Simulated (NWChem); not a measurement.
Molecule: C₂HBrClF; SMILES F/C=C(\Cl)Br

This build's default masses of Se (78.918 u) and Br (79.917 u) are each other's, which moves their modes by up to 0.6 %.

Question: Give the equilibrium geometry at PBE0/def2-SVP (NWChem) as a list of bonds and angles, with the point group.

Answer: point group Cs; any orientation.
Bonded distances (Å): F1–C2 1.319, C2–C3 1.337, C2–H6 1.092, C3–Cl4 1.711, C3–Br5 1.875. Bond angles (°): F1–C2–C3 122.0, F1–C2–H6 114.9, C3–C2–H6 123.1, C2–C3–Cl4 122.1, C2–C3–Br5 120.2, Cl4–C3–Br5 117.7.
